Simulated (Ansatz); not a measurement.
Reaction (cleavage of the Si–Ge bond): `[OH][GeH2][SiH](O)F` + `CBO` → `CBO[SiH](O)F` + `[OH][GeH3]`

Calculated with Ansatz (gas phase, PBE0-D4/def2-TZVP geometries, no zero-point term in ΔE). CCSD(T)/CBS adds triple-zeta CCSD(T) − MP2 to the extrapolated MP2 energy (def2 sets, frozen cores). DFT in def2-TZVPP. B3LYP here is the variant with VWN-RPA as its local correlation; programs differ in this. For Ge outer-core shells are correlated without core-valence functions, which leaves a few kJ/mol of doubt a bond. Scalar relativity is left out up to krypton. One conformer a species, not always the lowest.

`[OH][GeH2][SiH](O)F`:

Z-matrix (Å, degrees):
```
Ge
Si 1 2.391
O 1 1.787 2 105.3
H 1 1.541 2 112.5 3 -117.5
H 1 1.538 2 113.7 3 117.8
F 2 1.600 1 111.6 3 -113.3
O 2 1.641 1 101.3 3 4.1
H 2 1.486 1 117.6 3 125.1
H 3 0.961 1 110.4 2 -3.2
H 7 0.959 2 119.8 1 171.7
```

`CBO`:

Z-matrix (Å, degrees):
```
C
B 1 1.559
H 1 1.096 2 110.2
H 1 1.092 2 113.4 3 122.1
H 1 1.096 2 110.2 3 -115.8
O 2 1.357 1 119.4 3 -122.1
H 2 1.207 1 121.8 3 57.8
H 6 0.960 2 113.1 1 180.0
```

`CBO[SiH](O)F`:

Z-matrix (Å, degrees):
```
C
B 1 1.557
H 1 1.091 2 113.8
H 1 1.096 2 109.8 3 -122.3
H 1 1.096 2 110.0 3 122.6
O 2 1.360 1 120.6 3 0.1
H 2 1.207 1 121.3 3 -179.8
Si 6 1.635 2 133.2 1 178.8
O 8 1.619 6 110.4 2 131.8
F 8 1.589 6 105.8 2 -108.6
H 8 1.467 6 113.0 2 10.8
H 9 0.958 8 119.7 6 49.7
```

`[OH][GeH3]`:

Cartesian coordinates in Å:
```
O -1.141 -0.179 0.741
Ge 0.434 0.017 -0.071
H -1.882 -0.037 0.149
H 1.463 -0.247 1.031
H 0.562 1.447 -0.630
H 0.564 -1.002 -1.220
```

| level | ΔE (kJ/mol) | difference from CCSD(T)/CBS |
| --- | --- | --- |
| PBE-D4 | -89.2 | 26.9 |
| r2SCAN-D4 | -111.7 | 4.4 |
| PBE0-D4 | -101.0 | 15.1 |
| B3LYP-D4 | -111.8 | 4.3 |
| ωB97X-V | -112.8 | 3.3 |
| B2PLYP | -118.4 | -2.3 |
| r2SCAN | -111.7 | 4.4 |
| PBE0 | -101.9 | 14.2 |
| B3LYP | -113.5 | 2.6 |
| HF/def2-TZVPP | -146.1 | -30.0 |
| MP2/def2-TZVPP | -121.8 | -5.7 |
| CCSD/def2-TZVPP | -121.9 | -5.8 |
| MP2/def2-QZVPP | -121.6 | -5.5 |
| SCS-MP2/def2-QZVPP | -125.2 | -9.1 |
| HF/CBS(def2) | -149.5 | -33.4 |
| CCSD/CBS(def2) | -119.8 | -3.7 |
| CCSD(T)/CBS | -116.1 | 0 |

Largest T1 diagnostic among the species: 0.012.

From PBE to PBE0 (25 % exact exchange), in def2-TZVPP and without D4, ΔE moves by −11.7 kJ/mol. In def2-TZVPP, CCSD(T) changes the Hartree–Fock value by +27.9 kJ/mol (the triples alone add +3.7 kJ/mol) and MP2 by +24.4 kJ/mol.
